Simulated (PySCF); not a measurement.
Computed IR spectrum (relative IR intensity) of a molecule C₃H₁₀OSi₂. Geometry: PBE-D3(BJ)/def2-SVP. One conformer was computed; it need not be the lowest. Level of theory: PBE-D3(BJ)/def2-SVP in PySCF. Frequencies are harmonic and unscaled.

Lines under 2 % of the strongest are left out, and lines within 2 cm⁻¹ are merged.

```
ν (cm⁻¹)  relative intensity
--------  ------------------
382                      4.0
485                      5.0
595                      4.8
659                      3.4
692                      8.5
735                       14
741                       10
751                      5.3
777                       32
820                      8.4
863                       48
876                      100
914                       18
942                      9.1
959                       66
1047                      59
1190                     4.8
1217                      12
1327                     3.9
2129                      69
2149                      48
2160                      46
2918                      20
3012                     6.9
```

**Question.** Identify the compound among the candidates.
A. C=C(OC)[SiH2][SiH3]
B. O[C@]1([SiH3])CC[SiH2]1
C. C[Si@@H]1C[SiH2]CO1
D. CO[SiH]1C[SiH2]C1

**Answer.** C, C[Si@@H]1C[SiH2]CO1
